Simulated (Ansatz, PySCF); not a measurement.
H2Sb, SMILES [SbH2-], charge -1. Atoms are numbered in the order given.

```xyz
3

Sb     0.0112     0.0311    -0.8260
H      1.2182     0.0048     0.4109
H     -1.2323    -0.0260     0.3732
```
Charge -1, spin multiplicity 1.

The structure is a stationary point at r2SCAN-D4/def2-TZVPD. The def2 effective core potentials stand for the cores of Sb; spin–orbit coupling is left out.

Two levels are set side by side: PBE-D3(BJ)/def2-TZVPD (Ansatz, a first-principles code) and r2SCAN-D4/def2-TZVPD (Ansatz). Each level has its own optimised geometry; the coordinates shown are those of the second. Frequencies come from the Hessian of PySCF at each geometry. Differences are taken from unrounded values.

```csv
quantity,r2SCAN-D4
mean bond length (Å),1.728
bond Sb1–H2 (Å),1.728
bond Sb1–H3 (Å),1.728
highest harmonic wavenumber (cm⁻¹),1829
mean harmonic wavenumber (cm⁻¹),1490
zero-point energy (kcal/mol),6.39
```

### Question
What does PBE-D3(BJ) give, and how far is it from r2SCAN-D4? (The exact figures need the calculation; the answer reports its results.)

### Answer

| quantity | PBE-D3(BJ) | PBE-D3(BJ) minus r2SCAN-D4 |
|---|---|---|
| mean bond length (Å) | 1.746 | 0.018 |
| bond Sb1–H2 (Å) | 1.746 | 0.018 |
| bond Sb1–H3 (Å) | 1.746 | 0.018 |
| highest harmonic wavenumber (cm⁻¹) | 1763 | -66 |
| mean harmonic wavenumber (cm⁻¹) | 1433 | -57 |
| zero-point energy (kcal/mol) | 6.14 | -0.25 |
